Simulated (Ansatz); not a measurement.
Geometry optimisation, Ansatz, DFT PBE, scalar-relativistic, plane waves, PAW.

Input file:

```yaml
crystal:
  lattice:
    - [6.32, 0.0, 0.0]
    - [0.0, 6.32, 0.0]
    - [0.0, 0.0, 16.74]
  atoms:
    - { symbol: W, position: [0.25, 0.25, 0.0597372] }
    - { symbol: W, position: [0.75, 0.25, 0.0597372] }
    - { symbol: W, position: [0.25, 0.75, 0.0597372] }
    - { symbol: W, position: [0.75, 0.75, 0.0597372] }
    - { symbol: W, position: [0.0, 0.0, 0.1541219] }
    - { symbol: W, position: [0.5, 0.0, 0.1541219] }
    - { symbol: W, position: [0.0, 0.5, 0.1541219] }
    - { symbol: W, position: [0.5, 0.5, 0.1541219] }
    - { symbol: W, position: [0.25, 0.25, 0.2485066] }
    - { symbol: W, position: [0.75, 0.25, 0.2485066] }
    - { symbol: W, position: [0.25, 0.75, 0.2485066] }
    - { symbol: W, position: [0.75, 0.75, 0.2485066] }
    - { symbol: W, position: [0.0, 0.0, 0.3428913] }
    - { symbol: W, position: [0.5, 0.0, 0.3428913] }
    - { symbol: W, position: [0.0, 0.5, 0.3428913] }
    - { symbol: W, position: [0.5, 0.5, 0.3428913] }
    - { symbol: O, position: [0.8156631, 0.8154119, 0.4426523] }
    - { symbol: H, position: [0.7682573, 0.8178465, 0.4982079] }
basis:
  ecutwfc: 420.0
kpoints:
  mp_grid: { grid: [3, 3, 1] }
hamiltonian:
  xc: pbe
  pseudopotentials: { kind: paw, azcp: { folder: soft_1 } }
scf:
  occupations: { method: fermi_dirac, width: 0.05 }
  lower_state_search: "off"
relax:
  f_tol: 0.03
  max_steps: 60
  adjacent_minimum: "off"
  constraints: [{ sites: [0, 1, 2, 3] }]
```

Run as:

```bash
$ ansatz run input.yaml --threads 4 --pin off --max-ram 10240MiB --backend cpu --events-out ev --progress --plain --runs-dir out
```

Where does it end, and by what steps?

It converged. The force dipped under the threshold on the way, but the program's further checks kept it going. Limits of this set-up: coarse k mesh, thin slab, slab without dipole correction, odd electron count without spin, a typed lattice constant that wasn't relaxed here. After 23 steps the energy has fallen by 2.300 eV; H18 moved furthest, 1.98 Å.

```json
{"step": "0", "energy less start (eV)": "0.0000", "largest force component (eV/Å)": "2.054", "accepted": "yes"}
{"step": "1", "energy less start (eV)": "-0.9736", "largest force component (eV/Å)": "1.834", "accepted": "yes"}
{"step": "2", "energy less start (eV)": "-1.5279", "largest force component (eV/Å)": "1.123", "accepted": "yes"}
{"step": "3", "energy less start (eV)": "-1.6217", "largest force component (eV/Å)": "1.028", "accepted": "yes"}
{"step": "4", "energy less start (eV)": "-1.6942", "largest force component (eV/Å)": "0.769", "accepted": "yes"}
{"step": "5", "energy less start (eV)": "-1.8008", "largest force component (eV/Å)": "0.567", "accepted": "yes"}
{"step": "6", "energy less start (eV)": "-1.9023", "largest force component (eV/Å)": "0.426", "accepted": "yes"}
{"step": "7", "energy less start (eV)": "-1.9837", "largest force component (eV/Å)": "0.273", "accepted": "yes"}
{"step": "8", "energy less start (eV)": "-2.0529", "largest force component (eV/Å)": "0.306", "accepted": "yes"}
{"step": "9", "energy less start (eV)": "-2.1239", "largest force component (eV/Å)": "0.247", "accepted": "yes"}
{"step": "10", "energy less start (eV)": "-2.1899", "largest force component (eV/Å)": "0.295", "accepted": "yes"}
{"step": "11", "energy less start (eV)": "-2.2341", "largest force component (eV/Å)": "0.381", "accepted": "yes"}
{"step": "12", "energy less start (eV)": "-2.2451", "largest force component (eV/Å)": "0.500", "accepted": "yes"}
{"step": "13", "energy less start (eV)": "-2.2506", "largest force component (eV/Å)": "0.295", "accepted": "yes"}
{"step": "14", "energy less start (eV)": "-2.2731", "largest force component (eV/Å)": "0.160", "accepted": "yes"}
{"step": "15", "energy less start (eV)": "-2.2733", "largest force component (eV/Å)": "0.134", "accepted": "yes"}
{"step": "16", "energy less start (eV)": "-2.2808", "largest force component (eV/Å)": "0.218", "accepted": "yes"}
{"step": "17", "energy less start (eV)": "-2.2858", "largest force component (eV/Å)": "0.104", "accepted": "yes"}
{"step": "18", "energy less start (eV)": "-2.2844", "largest force component (eV/Å)": "0.393", "accepted": "no"}
{"step": "19", "energy less start (eV)": "-2.2880", "largest force component (eV/Å)": "0.282", "accepted": "yes"}
{"step": "20", "energy less start (eV)": "-2.2981", "largest force component (eV/Å)": "0.092", "accepted": "yes"}
{"step": "21", "energy less start (eV)": "-2.2983", "largest force component (eV/Å)": "0.109", "accepted": "yes"}
{"step": "22", "energy less start (eV)": "-2.3005", "largest force component (eV/Å)": "0.023", "accepted": "yes"}
{"step": "23", "energy less start (eV)": "-2.3005", "largest force component (eV/Å)": "0.023", "accepted": "yes"}
```

```xyz
18
Lattice="6.3200 0.0000 0.0000 0.0000 6.3200 0.0000 0.0000 0.0000 16.7400" Properties=species:S:1:pos:R:3
W 1.580 1.580 1.000
W 4.740 1.580 1.000
W 1.580 4.740 1.000
W 4.740 4.740 1.000
W -0.007 0.019 2.426
W 3.168 -0.020 2.425
W 0.006 3.156 2.399
W 3.150 3.163 2.399
W 1.633 1.534 4.110
W 4.728 1.599 4.078
W 1.526 4.776 4.100
W 4.751 4.724 4.084
W -0.204 0.152 5.655
W 3.400 -0.142 5.663
W 0.164 2.973 5.526
W 2.981 3.358 5.533
O 4.757 6.308 7.309
H 4.696 7.086 7.887
```

Whether the end is a true minimum wasn't checked by a vibrational analysis.

The run took 3.5 min on 4 threads of Arm Neoverse V2, with other jobs on the host, peak memory 1.9 GiB.
